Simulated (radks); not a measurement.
All-electron atom: Rb in [Kr] 5s1.

Method: non-relativistic Kohn-Sham, LDA (Slater exchange, Perdew-Wang correlation), spin-polarised, spherical densities, point nucleus; open shells are filled with parallel spins first (spin-orbit coupling, left out, can overturn this in heavy ions); relativity is left out, which matters for an element this heavy; computed with a radial shooting solver on a logarithmic mesh with Libxc functionals.

Energy parts (hartree):
| part | energy |
|---|---|
| total | -2936.32711 |
| kinetic | 2933.94505 |
| electron-nucleus | -7013.77117 |
| Hartree | 1239.24775 |
| exchange-correlation | -95.74873 |

Orbitals (lengths in bohr, moments of r in powers of bohr; r(90%) holds 90 % of the orbital's charge):
| orbital | occ. | eigenvalue (hartree) | <r> | r(90%) |
|---|---|---|---|---|
| 1s up | 1 | -540.9548 | 0.04134 | 0.0736 |
| 1s down | 1 | -540.9545 | 0.04134 | 0.0736 |
| 2s up | 1 | -71.28869 | 0.1825 | 0.281 |
| 2s down | 1 | -71.28849 | 0.1825 | 0.281 |
| 2p up | 3 | -64.78217 | 0.1570 | 0.256 |
| 2p down | 3 | -64.78199 | 0.1570 | 0.256 |
| 3s up | 1 | -10.51135 | 0.5230 | 0.776 |
| 3s down | 1 | -10.51100 | 0.5230 | 0.776 |
| 3p up | 3 | -8.16291 | 0.5243 | 0.798 |
| 3p down | 3 | -8.16255 | 0.5243 | 0.798 |
| 3d up | 5 | -3.91303 | 0.5240 | 0.853 |
| 3d down | 5 | -3.91263 | 0.5240 | 0.853 |
| 4s up | 1 | -1.13327 | 1.483 | 2.19 |
| 4s down | 1 | -1.13187 | 1.481 | 2.19 |
| 4p up | 3 | -0.59101 | 1.738 | 2.64 |
| 4p down | 3 | -0.58845 | 1.730 | 2.63 |
| 5s up | 1 | -0.09206 | 5.127 | 7.67 |
| 5s down | 0 | -0.07169 | 5.305 | 8.08 |

The highest occupied level is 5s up at -2.505 eV. The spin density at the nucleus is 2.191 e/bohr^3 (1s 0.012, 2s 0.002, 3s -0.005, 4s -0.039, 5s 2.220). Spin moment in Bohr magnetons: 1. The electron density at the nucleus is 3.496e+04 e/bohr^3. Virial ratio -V/T = 2.00081.
